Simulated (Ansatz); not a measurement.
Reaction (formal exchange of groups at a C–C bond): `FC(F)(Cl)C[SiH3]` + `C=C` → `C=CC[SiH3]` + `FC(F)Cl`

Isolated molecules relaxed with PBE0-D4/def2-TZVP in Ansatz; ΔE leaves out vibrations. CCSD(T)/CBS is the MP2 limit (def2-TZVPP, def2-QZVPP) plus CCSD(T) − MP2 in def2-TZVPP, frozen cores. This one scheme is used for every species. DFT in def2-TZVPP. B3LYP here is the variant with VWN-RPA as its local correlation; programs differ in this. Each species was taken in one conformer, which may not be the lowest.

| level | ΔE (kJ/mol) |
| --- | --- |
| PBE0-D4 | 6.3 |
| B3LYP-D4 | 8.0 |

Q: What does CCSD(T)/CBS give? (An estimate is asked.)

A: Ansatz gave: +13.3 kJ/mol. The listed levels differ from it by -7.0, -5.3 kJ/mol.

Largest T1 diagnostic among the species: 0.011.
